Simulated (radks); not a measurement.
Values are calculated unless marked as measured or tabulated.
Problem. The table gives one normalised radial function P(r) = r R(r) (large component) of Ta22+ in [Kr] 4d10 4f5 (r in bohr). Level of theory: Dirac Kohn-Sham, PBEsol, spin-unpolarised, spherical densities, point nucleus; open shells fill j = l - 1/2 first (a radial shooting solver on a logarithmic mesh with Libxc functionals).

| r | P |
|---|---|
| 0.0007777 | 0.0000 |
| 0.0008839 | 0.0000 |
| 0.0009966 | 0.0000 |
| 0.001133 | 0.0000 |
| 0.001277 | 0.0000 |
| 0.00144 | 0.0000 |
| 0.001637 | 0.0000 |
| 0.001845 | 0.0001 |
| 0.002097 | 0.0001 |
| 0.002365 | 0.0001 |
| 0.002688 | 0.0002 |
| 0.00303 | 0.0003 |
| 0.003417 | 0.0004 |
| 0.003883 | 0.0006 |
| 0.004378 | 0.0008 |
| 0.004976 | 0.0012 |
| 0.00561 | 0.0017 |
| 0.006326 | 0.0023 |
| 0.00719 | 0.0033 |
| 0.008106 | 0.0046 |
| 0.009213 | 0.0066 |
| 0.01039 | 0.0091 |
| 0.01171 | 0.0126 |
| 0.01331 | 0.0178 |
| 0.01501 | 0.0243 |
| 0.01706 | 0.0338 |
| 0.01923 | 0.0458 |
| 0.02186 | 0.0628 |
| 0.02465 | 0.0839 |
| 0.02779 | 0.1112 |
| 0.03158 | 0.1486 |
| 0.03561 | 0.1930 |
| 0.04047 | 0.2519 |
| 0.04563 | 0.3188 |
| 0.05145 | 0.3976 |
| 0.05848 | 0.4939 |
| 0.06593 | 0.5932 |
| 0.07494 | 0.7037 |
| 0.08449 | 0.8038 |
| 0.09603 | 0.8954 |
| 0.1083 | 0.9532 |
| 0.1221 | 0.9686 |
| 0.1387 | 0.9210 |
| 0.1564 | 0.8024 |
| 0.1778 | 0.5883 |
| 0.2005 | 0.3067 |
| 0.226 | -0.0398 |
| 0.2569 | -0.4522 |
| 0.2896 | -0.8402 |
| 0.3292 | -1.2067 |
| 0.3712 | -1.4623 |
| 0.4185 | -1.6015 |
| 0.4756 | -1.6074 |
| 0.5363 | -1.4884 |
| 0.6095 | -1.2606 |
| 0.6872 | -0.9948 |
| 0.781 | -0.7045 |
| 0.8806 | -0.4641 |
| 0.9929 | -0.2766 |
| 1.128 | -0.1408 |
| 1.272 | -0.0656 |
| 1.446 | -0.0248 |
| 1.63 | -0.0084 |

Which n and l does it have? It may be an empty orbital.

Solution. n = 4, l = 2: the number of nodes gives n - l - 1 = 1, the rise at small r points to l (this Dirac orbital starts as r^gamma with gamma = sqrt((l + 1)^2 - (Z/c)^2) = 2.95; the j = 5/2 orbital of l + 1 starts with the same power, but with a smaller coefficient, and then steepens), and the extent must fit the shell. The curve is that of 4d5/2; the two j differ most near the nucleus, where j = l - 1/2 has the larger amplitude, and in heavy atoms j = l - 1/2 is also the more compact. 4d5/2: eigenvalue -806.86 eV, 1 radial node at r = 0.223 bohr, <r> = 0.485 bohr, 90 % of the charge inside 0.714 bohr.
